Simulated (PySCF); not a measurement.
AlSe: script and output

The script input.py:

```python
from pyscf import gto, dft
from pyscf.geomopt.geometric_solver import optimize

mol = gto.M(
    atom='Al 0 0 0; Se 0 0 2.425',
    basis='3-21g',
    charge=0,
    spin=1,
    verbose=4,
)
mf = dft.UKS(mol, xc='scan')
mf.kernel()
g = mf.nuc_grad_method()
g.grid_response = True
mol_eq = optimize(g.as_scanner(), maxsteps=30)
print('optimised geometry (angstrom)')
print(mol_eq.tostring('raw'))
print('orbital energies (hartree):', [e[max(0, n-3):n+3].round(4) for e, n in zip(mf.mo_energy, mol.nelec)])
```

```bash
$ OMP_NUM_THREADS=1 python input.py
```

It prints (some set-up lines and the per-cycle HOMO/LUMO lines with their warnings removed):

```
PySCF version 2.14.0

[INPUT] Symbol           X                Y                Z      unit          X                Y                Z       unit  Magmom
[INPUT]  1 Al     0.000000000000   0.000000000000   0.000000000000 AA    0.000000000000   0.000000000000   0.000000000000 Bohr   0.0
[INPUT]  2 Se     0.000000000000   0.000000000000   2.425000000000 AA    0.000000000000   0.000000000000   4.582585852070 Bohr   0.0

nuclear repulsion = 96.4520937017072
number of shells = 17
number of NR pGTOs = 81
number of NR cGTOs = 35
basis = 3-21g
ecp = {}

******** <class 'pyscf.dft.uks.UKS'> ********
method = UKS
initial guess = minao
damping factor = 0
level_shift factor = 0
DIIS = <class 'pyscf.scf.diis.CDIIS'>
SCF conv_tol = 1e-09
SCF max_cycles = 50
number electrons alpha = 24  beta = 23
XC functionals = scan

grids dens level: 3
tot grids = 39608
init E= -2628.93500717955

cycle= 1 E= -2631.22136545678  delta_E= -2.29  |g|= 0.412  |ddm|=  1.1
cycle= 2 E= -2628.29082204632  delta_E= 2.93  |g|= 1.32  |ddm|= 2.57
cycle= 3 E= -2631.42330137618  delta_E= -3.13  |g|= 0.0469  |ddm|= 2.24
cycle= 4 E= -2631.42616436104  delta_E= -0.00286  |g|= 0.0328  |ddm|= 0.187
cycle= 5 E= -2631.42725347727  delta_E= -0.00109  |g|= 0.0207  |ddm|= 0.0476
cycle= 6 E= -2631.42768514248  delta_E= -0.000432  |g|= 0.013  |ddm|= 0.0487
cycle= 7 E= -2631.42785281517  delta_E= -0.000168  |g|= 0.00562  |ddm|= 0.0234
cycle= 8 E= -2631.42788972734  delta_E= -3.69e-05  |g|= 0.00113  |ddm|= 0.012
cycle= 9 E= -2631.42789113213  delta_E= -1.4e-06  |g|= 0.000242  |ddm|= 0.00207
cycle= 10 E= -2631.42789120671  delta_E= -7.46e-08  |g|= 3.01e-05  |ddm|= 0.00056
cycle= 11 E= -2631.42789121302  delta_E= -6.31e-09  |g|= 6.15e-06  |ddm|= 0.000285
cycle= 12 E= -2631.42789121343  delta_E= -4.14e-10  |g|= 1.52e-06  |ddm|= 7.74e-05
Extra cycle  E= -2631.42789121344  delta_E= -9.09e-12  |g|= 2.46e-06  |ddm|= 1.07e-05
converged SCF energy = -2631.42789121344  <S^2> = 0.76482648  2S+1 = 2.0147719
Create scanner for <class 'pyscf.grad.uks.Gradients'>
Create scanner for <class 'pyscf.dft.uks.UKS'>
input.py

Current date and time:

#|     Arguments passed to driver run_optimizer():      |#
customengine              <pyscf.geomopt.geometric_solver.PySCFEngine object>
logIni                    <dir>
maxiter                   30
----------------------------------------------------------
Custom engine selected.
Bonds will be generated from interatomic distances less than 1.20 times sum of covalent radii
6 internal coordinates being used (instead of 6 Cartesians)
Internal coordinate system (atoms numbered from 1):
Distance 1-2
Translation-X 1-2
Translation-Y 1-2
Translation-Z 1-2
Rotation-A 1-2
Rotation-B 1-2
Rotation-C 1-2
<class 'geometric.internal.Distance'> : 1
<class 'geometric.internal.TranslationX'> : 1
<class 'geometric.internal.TranslationY'> : 1
<class 'geometric.internal.TranslationZ'> : 1
<class 'geometric.internal.RotationA'> : 1
<class 'geometric.internal.RotationB'> : 1
<class 'geometric.internal.RotationC'> : 1
> ===== Optimization Info: ====
> Job type: Energy minimization
> Maximum number of optimization cycles: 30
> Initial / maximum trust radius (Angstrom): 0.100 / 0.300
> Convergence Criteria:
> Will converge when all 5 criteria are reached:
>  |Delta-E| < 1.00e-06
>  RMS-Grad  < 3.00e-04
>  Max-Grad  < 4.50e-04
>  RMS-Disp  < 1.20e-03
>  Max-Disp  < 1.80e-03
> === End Optimization Info ===

Geometry optimization cycle 1
Cartesian coordinates (Angstrom)
 Atom        New coordinates             dX        dY        dZ
  Al   0.000000   0.000000   0.000000    0.000000  0.000000  0.000000
  Se   0.000000   0.000000   2.425000    0.000000  0.000000  0.000000

WARN: Mole.unit (angstrom) is changed to Bohr

New geometry
   1 Al     0.000000000000   0.000000000000   0.000000000000 AA    0.000000000000   0.000000000000   0.000000000000 Bohr
   2 Se     0.000000000000   0.000000000000   2.425000000000 AA    0.000000000000   0.000000000000   4.582585852070 Bohr

******** <class 'pyscf.scf.hf.UKS_Scanner'> ********
method = UKS_Scanner
initial guess = minao
damping factor = 0
level_shift factor = 0
DIIS = <class 'pyscf.scf.diis.CDIIS'>
SCF conv_tol = 1e-09
SCF max_cycles = 50
number electrons alpha = 24  beta = 23
XC functionals = scan

grids dens level: 3
tot grids = 39608
init E= -2631.42789121344
cycle= 1 E= -2631.42789121335  delta_E= 8.5e-11  |g|= 9.22e-06  |ddm|= 1.76e-05
Extra cycle  E= -2631.42789121212  delta_E= 1.24e-09  |g|= 3.5e-05  |ddm|= 6.46e-05
converged SCF energy = -2631.42789121212  <S^2> = 0.76482611  2S+1 = 2.0147716

******** <class 'pyscf.grad.rhf.Gradients_Scanner'> for <class 'pyscf.scf.hf.UKS_Scanner'> ********
unit = Eh/Bohr
grid_response = True
--------------- UKS_Scanner gradients ---------------
         x                y                z
0 Al     0.0000000000    -0.0000000000    -0.0366740897
1 Se    -0.0000000000     0.0000000000     0.0366740897
----------------------------------------------
cycle 1: E = -2631.42789121  dE = -2631.43  norm(grad) = 0.051865
Step    0 : Gradient = 3.667e-02/3.667e-02 (rms/max) Energy = -2631.4278912121
Hessian Eigenvalues: 5.00000e-02 5.00000e-02 5.00000e-02 ... 5.00000e-02 5.00000e-02 1.09056e-01

Geometry optimization cycle 2
Cartesian coordinates (Angstrom)
 Atom        New coordinates             dX        dY        dZ
  Al  -0.000000   0.000000   0.088978   -0.000000  0.000000  0.088978
  Se   0.000000  -0.000000   2.336022    0.000000 -0.000000 -0.088978
New geometry
   1 Al    -0.000000000000   0.000000000000   0.088977620974 AA   -0.000000000000   0.000000000000   0.168143334856 Bohr
   2 Se     0.000000000000  -0.000000000000   2.336022379026 AA    0.000000000000  -0.000000000000   4.414442517215 Bohr

******** <class 'pyscf.scf.hf.UKS_Scanner'> ********
method = UKS_Scanner
initial guess = minao
damping factor = 0
level_shift factor = 0
DIIS = <class 'pyscf.scf.diis.CDIIS'>
SCF conv_tol = 1e-09
SCF max_cycles = 50
number electrons alpha = 24  beta = 23
XC functionals = scan

grids dens level: 3
tot grids = 39608
init E= -2631.47089705733
cycle= 1 E= -2631.43597740925  delta_E= 0.0349  |g|= 0.0231  |ddm|= 0.172
cycle= 2 E= -2631.43489121613  delta_E= 0.00109  |g|= 0.0446  |ddm|= 0.108
cycle= 3 E= -2631.43656601673  delta_E= -0.00167  |g|= 0.0164  |ddm|= 0.0856
cycle= 4 E= -2631.43686787853  delta_E= -0.000302  |g|= 0.00296  |ddm|= 0.0312
cycle= 5 E= -2631.43688693194  delta_E= -1.91e-05  |g|= 0.000643  |ddm|= 0.0112
cycle= 6 E= -2631.43688976766  delta_E= -2.84e-06  |g|= 0.000193  |ddm|= 0.00537
cycle= 7 E= -2631.43689004779  delta_E= -2.8e-07  |g|= 6.1e-05  |ddm|= 0.00199
cycle= 8 E= -2631.43689005719  delta_E= -9.4e-09  |g|= 8.38e-06  |ddm|= 0.000329
cycle= 9 E= -2631.43689005736  delta_E= -1.65e-10  |g|= 6.71e-07  |ddm|= 4.29e-05
Extra cycle  E= -2631.43689005735  delta_E= 3.64e-12  |g|= 1.75e-06  |ddm|= 4.41e-06
converged SCF energy = -2631.43689005735  <S^2> = 0.75832567  2S+1 = 2.0083084

******** <class 'pyscf.grad.rhf.Gradients_Scanner'> for <class 'pyscf.scf.hf.UKS_Scanner'> ********
unit = Eh/Bohr
grid_response = True
--------------- UKS_Scanner gradients ---------------
         x                y                z
0 Al    -0.0000000000     0.0000000000    -0.0103061164
1 Se     0.0000000000    -0.0000000000     0.0103061164
----------------------------------------------
cycle 2: E = -2631.43689006  dE = -0.00899885  norm(grad) = 0.014575
Step    1 : Displace = 8.898e-02/8.898e-02 (rms/max) Trust = 1.000e-01 (=) Grad = 1.031e-02/1.031e-02 (rms/max) E (change) = -2631.4368900574 (-8.999e-03) Quality = 1.459
Hessian Eigenvalues: 5.00000e-02 5.00000e-02 5.00000e-02 ... 5.00000e-02 5.00000e-02 7.84092e-02

Geometry optimization cycle 3
Cartesian coordinates (Angstrom)
 Atom        New coordinates             dX        dY        dZ
  Al   0.000000   0.000000   0.123755    0.000000  0.000000  0.034778
  Se  -0.000000  -0.000000   2.301245   -0.000000 -0.000000 -0.034778
New geometry
   1 Al     0.000000000000   0.000000000000   0.123755178732 AA    0.000000000000   0.000000000000   0.233863394301 Bohr
   2 Se    -0.000000000000  -0.000000000000   2.301244821267 AA   -0.000000000000  -0.000000000000   4.348722457769 Bohr

******** <class 'pyscf.scf.hf.UKS_Scanner'> ********
method = UKS_Scanner
initial guess = minao
damping factor = 0
level_shift factor = 0
DIIS = <class 'pyscf.scf.diis.CDIIS'>
SCF conv_tol = 1e-09
SCF max_cycles = 50
number electrons alpha = 24  beta = 23
XC functionals = scan

grids dens level: 3
tot grids = 39608
init E= -2631.45150810707
cycle= 1 E= -2631.43675377649  delta_E= 0.0148  |g|= 0.01  |ddm|= 0.063
cycle= 2 E= -2631.43652272202  delta_E= 0.000231  |g|= 0.0193  |ddm|= 0.0461
cycle= 3 E= -2631.43683620587  delta_E= -0.000313  |g|= 0.00673  |ddm|= 0.0364
cycle= 4 E= -2631.43688488528  delta_E= -4.87e-05  |g|= 0.000921  |ddm|= 0.0125
cycle= 5 E= -2631.43688613291  delta_E= -1.25e-06  |g|= 0.000133  |ddm|= 0.0022
cycle= 6 E= -2631.43688629432  delta_E= -1.61e-07  |g|= 4.17e-05  |ddm|= 0.00132
cycle= 7 E= -2631.43688630667  delta_E= -1.23e-08  |g|= 1.27e-05  |ddm|= 0.000439
cycle= 8 E= -2631.43688630692  delta_E= -2.49e-10  |g|= 1.5e-06  |ddm|= 4.6e-05
Extra cycle  E= -2631.4368863069  delta_E= 1.82e-11  |g|= 4.91e-06  |ddm|= 9.35e-06
converged SCF energy = -2631.4368863069  <S^2> = 0.75747093  2S+1 = 2.007457

******** <class 'pyscf.grad.rhf.Gradients_Scanner'> for <class 'pyscf.scf.hf.UKS_Scanner'> ********
unit = Eh/Bohr
grid_response = True
--------------- UKS_Scanner gradients ---------------
         x                y                z
0 Al    -0.0000000000    -0.0000000000     0.0112953701
1 Se     0.0000000000     0.0000000000    -0.0112953701
----------------------------------------------
cycle 3: E = -2631.43688631  dE = 3.75045e-06  norm(grad) = 0.0159741
Step    2 : Displace = 3.478e-02/3.478e-02 (rms/max) Trust = 1.414e-01 (+) Grad = 1.130e-02/1.130e-02 (rms/max) E (change) = -2631.4368863069 (+3.750e-06) Quality = -0.006
Hessian Eigenvalues: 5.00000e-02 5.00000e-02 5.00000e-02 ... 5.00000e-02 5.00000e-02 1.64345e-01

Geometry optimization cycle 4
Cartesian coordinates (Angstrom)
 Atom        New coordinates             dX        dY        dZ
  Al   0.000000   0.000000   0.105570   -0.000000  0.000000 -0.018185
  Se  -0.000000  -0.000000   2.319430    0.000000 -0.000000  0.018185
New geometry
   1 Al     0.000000000000   0.000000000000   0.105570069744 AA    0.000000000000   0.000000000000   0.199498518767 Bohr
   2 Se    -0.000000000000  -0.000000000000   2.319429930256 AA   -0.000000000000  -0.000000000000   4.383087333303 Bohr

******** <class 'pyscf.scf.hf.UKS_Scanner'> ********
method = UKS_Scanner
initial guess = minao
damping factor = 0
level_shift factor = 0
DIIS = <class 'pyscf.scf.diis.CDIIS'>
SCF conv_tol = 1e-09
SCF max_cycles = 50
number electrons alpha = 24  beta = 23
XC functionals = scan

grids dens level: 3
tot grids = 39608
init E= -2631.43031874468
cycle= 1 E= -2631.43719511365  delta_E= -0.00688  |g|= 0.00549  |ddm|= 0.0331
cycle= 2 E= -2631.43709675685  delta_E= 9.84e-05  |g|= 0.0118  |ddm|= 0.0262
cycle= 3 E= -2631.43722106987  delta_E= -0.000124  |g|= 0.00342  |ddm|= 0.0212
cycle= 4 E= -2631.43723392186  delta_E= -1.29e-05  |g|= 0.000503  |ddm|= 0.00648
cycle= 5 E= -2631.43723428953  delta_E= -3.68e-07  |g|= 7.08e-05  |ddm|= 0.00116
cycle= 6 E= -2631.43723433908  delta_E= -4.95e-08  |g|= 1.83e-05  |ddm|= 0.000769
cycle= 7 E= -2631.43723434196  delta_E= -2.88e-09  |g|= 4.99e-06  |ddm|= 0.000217
cycle= 8 E= -2631.437234342  delta_E= -4.14e-11  |g|= 9.07e-07  |ddm|= 2.26e-05
Extra cycle  E= -2631.43723434199  delta_E= 5.91e-12  |g|= 3.09e-06  |ddm|= 5.79e-06
converged SCF energy = -2631.43723434199  <S^2> = 0.7578875  2S+1 = 2.007872

******** <class 'pyscf.grad.rhf.Gradients_Scanner'> for <class 'pyscf.scf.hf.UKS_Scanner'> ********
unit = Eh/Bohr
grid_response = True
--------------- UKS_Scanner gradients ---------------
         x                y                z
0 Al    -0.0000000000    -0.0000000000    -0.0005341133
1 Se     0.0000000000     0.0000000000     0.0005341133
----------------------------------------------
cycle 4: E = -2631.43723434  dE = -0.000348035  norm(grad) = 0.00075535
Step    3 : Displace = 1.819e-02/1.819e-02 (rms/max) Trust = 1.739e-02 (-) Grad = 5.341e-04/5.341e-04 (rms/max) E (change) = -2631.4372343420 (-3.480e-04) Quality = 0.897
Hessian Eigenvalues: 5.00000e-02 5.00000e-02 5.00000e-02 ... 5.00000e-02 5.00000e-02 1.72116e-01

Geometry optimization cycle 5
Cartesian coordinates (Angstrom)
 Atom        New coordinates             dX        dY        dZ
  Al   0.000000   0.000000   0.106391    0.000000  0.000000  0.000821
  Se  -0.000000  -0.000000   2.318609   -0.000000 -0.000000 -0.000821
New geometry
   1 Al     0.000000000000   0.000000000000   0.106391146018 AA    0.000000000000   0.000000000000   0.201050128052 Bohr
   2 Se    -0.000000000000  -0.000000000000   2.318608853982 AA   -0.000000000000  -0.000000000000   4.381535724017 Bohr

******** <class 'pyscf.scf.hf.UKS_Scanner'> ********
method = UKS_Scanner
initial guess = minao
damping factor = 0
level_shift factor = 0
DIIS = <class 'pyscf.scf.diis.CDIIS'>
SCF conv_tol = 1e-09
SCF max_cycles = 50
number electrons alpha = 24  beta = 23
XC functionals = scan

grids dens level: 3
tot grids = 39608
init E= -2631.43755952145
cycle= 1 E= -2631.43723517073  delta_E= 0.000324  |g|= 0.000251  |ddm|= 0.00148
cycle= 2 E= -2631.43723495896  delta_E= 2.12e-07  |g|= 0.000546  |ddm|= 0.0012
cycle= 3 E= -2631.43723522689  delta_E= -2.68e-07  |g|= 0.000151  |ddm|= 0.000973
cycle= 4 E= -2631.43723525186  delta_E= -2.5e-08  |g|= 2.24e-05  |ddm|= 0.000287
cycle= 5 E= -2631.4372352526  delta_E= -7.43e-10  |g|= 3.25e-06  |ddm|= 5.33e-05
Extra cycle  E= -2631.43723525268  delta_E= -7.59e-11  |g|= 2.32e-06  |ddm|= 2.13e-05
converged SCF energy = -2631.43723525268  <S^2> = 0.75786513  2S+1 = 2.0078497

******** <class 'pyscf.grad.rhf.Gradients_Scanner'> for <class 'pyscf.scf.hf.UKS_Scanner'> ********
unit = Eh/Bohr
grid_response = True
--------------- UKS_Scanner gradients ---------------
         x                y                z
0 Al     0.0000000000     0.0000000000    -0.0000530977
1 Se    -0.0000000000    -0.0000000000     0.0000530977
----------------------------------------------
cycle 5: E = -2631.43723525  dE = -9.10688e-07  norm(grad) = 7.50915e-05
Step    4 : Displace = 8.211e-04/8.211e-04 (rms/max) Trust = 2.459e-02 (+) Grad = 5.310e-05/5.310e-05 (rms/max) E (change) = -2631.4372352527 (-9.107e-07) Quality = 1.099
Hessian Eigenvalues: 5.00000e-02 5.00000e-02 5.00000e-02 ... 5.00000e-02 5.00000e-02 1.72116e-01
Converged! =D

    #| If this code has benefited your research, please support us by citing: |#
    #| Wang, L.-P.; Song, C.C. (2016) "Geometry optimization made simple with |#
    #| translation and rotation coordinates", J. Chem, Phys. 144, 214108.     |#
    #|                                     |#
optimised geometry (angstrom)
Al          0.00000000        0.00000000        0.10639115
Se         -0.00000000       -0.00000000        2.31860885
orbital energies (hartree): [array([-0.2457, -0.2166, -0.2166, -0.1009, -0.1009, -0.0012]), array([-0.32  , -0.2095, -0.2095, -0.1807, -0.0864, -0.0864])]
```

In short: E(SCF) = -2631.427891 Eh, 12 cycles, ⟨S²⟩ = 0.765, all at the start geometry; optimised bond 2.212 Å with E = -2631.437235 Eh after 5 steps.

Run time: 17 s on 1 thread of Arm Neoverse V2 (shared host).

The last line lists the levels of the start geometry. The basis is very small, so the numbers show the basis as much as the system. No search for the lowest solution was made.
